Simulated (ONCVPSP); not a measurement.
Potentials for N (Z = 7) compared

Generated with ld1.x 7.5 (TM, RRKJ, ultrasoft, PAW), atompaw 4.2 or ONCVPSP 4.0.1. The cutoff is in Ry: for ld1.x and atompaw files where the sum of valence levels is converged to 10 mRy in a Bessel basis, for ONCV files where the hardest occupied wave has 1 mHa per electron of residual kinetic energy. The error is the largest all-electron minus pseudo excitation energy over each file’s own four to seven test configurations (ionisations up to +4, promotions, holes and added fractions of an electron), all of which were solved. The labels leave out finer settings (local radius, basis sizes, second energies), which also bear on the numbers. Spin-polarised tests are not counted. The rows are a selection from randomly drawn settings: files with unsolved tests, undetermined cutoffs or missed reference levels are left out.

A true bound ghost makes a file unfit for plane-wave use even where its test errors are small: the radial tests pick states by their node count and pass the ghost by.

| potential | cutoff (Ry) | largest error (meV) | bound ghosts |
| --- | --- | --- | --- |
| ONCV, revPBE, scalar-relativistic, rc 0.90/1.40/1.10 (spd), local smoothed, core correction no, reference 2s2 2p2, qcut 6.3/10.5/8.4, projectors 2/1/1 | 180 | +321 | none |
| ONCV, PBE, scalar-relativistic, rc 0.70/2.15 (sp), local smoothed, core correction yes, reference 2s2 2p2, qcut 7.6/5.2, projectors 2/2 | 604 | +1804 | s |
| ONCV, LDA (Perdew-Wang 92), scalar-relativistic, rc 0.85/1.50/1.55 (spd), local smoothed, core correction no, reference 2s2 2p1, qcut 9.8/9/5.9, projectors 2/2/2 | 63 | +256 | none |
| ONCV, PBE, scalar-relativistic, rc 0.95/2.40/2.60 (spd), local s, core correction yes, reference 2s1 2p4, qcut 6/5.5/3.4, projectors 0/2/1 | 169 | +1570 | none |

(1) Fill in the row for N: ONCV, BLYP, scalar-relativistic, rc 1.00/2.60/2.30 (spd), local smoothed, core correction no, reference 2s1.5 2p3.5, qcut 5.6/6.2/3.7, projectors 1/2/1.

(2) Fill in the row for N: ONCV, PBE, non-relativistic, rc 0.50/1.65 (sp), local smoothed, core correction no, reference 1s2 2s1.5 2p3.5, qcut 31.5/8.8, projectors 2/3.

Answers

(1) cutoff 182 Ry, largest error +1469 meV, bound ghosts: none.

(2) cutoff 680 Ry, largest error +216 meV, bound ghosts: none.
